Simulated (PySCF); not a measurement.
## GeH₂⁺, doublet: data card

Computed with UPBE0/[Ge def2-TZVP, H def2-TZVP], no relativity, density fitting, PySCF.

The structure is a minimum.

Coordinates in bohr (charge 1 multiplicity 2):
```
Ge    0.0000    0.0000   -0.0391
H     2.5507    0.0000    1.4069
H    -2.5507    0.0000    1.4069
```

- Point group: C2v
- Bond lengths: Ge–H 1.552 Å (×2)
- Bond angles: H–Ge–H 120.9°
- Entropy at 298.15 K and 1 bar (electronic part: spin only): 224.7 J/(mol K)
- Lowest empty level (β): -10.82 eV
- Highest occupied level (α): -14.54 eV
- Spin squared ⟨S²⟩: 0.753
- Principal quadrupole moments (Buckingham, traceless) about the centre of mass: -1.65, 0.18, 1.47 D Å
- Rotational symmetry number: 2
- Enthalpy at 298.15 K above 0 K: 10.11 kJ/mol
- Rotational constants: 14.67, 4.591, 3.497 cm⁻¹
- Principal polarisabilities: 18.7, 21.1, 28.9 bohr³
- Zero-point energy: 29.6 kJ/mol
- Heat capacity Cp at 298.15 K: 35.9 J/(mol K)
- Dipole moment about the centre of mass: 0.47 D

Harmonic modes (masses in u: Ge 73.921, H 1.008):
| symmetry | ω (cm⁻¹) | IR (km/mol) | μ (u) |
| --- | --- | --- | --- |
| a1 | 823 | 14.3 | 1.03 |
| a1 | 2020 | 1.0 | 1.01 |
| b2 | 2114 | 0.1 | 1.03 |

In C2v the vibrations span 2a1 + b2. Here b1 is antisymmetric to the molecular plane and b2 lies in it.

Charges (e):
```
atom  Mulliken  Löwdin  polar tensor  spin (Mulliken)  Mayer order to Ge1
 Ge1      0.60    0.96          0.96             0.75                   –
H2,3      0.20    0.02          0.02             0.12                0.88
```

Mulliken populations on Ge1: s 7.67, p 13.65, d 10.07, f 0.01.

This need not be the most stable arrangement of these atoms.

The final relaxation and frequency run took 20 s on 2 threads of a shared Intel Xeon Platinum 8259CL @ 2.50GHz (Skylake/Cascade Lake) host, with 60 basis functions and 8 gradients; the process peaked at 0.63 GiB.
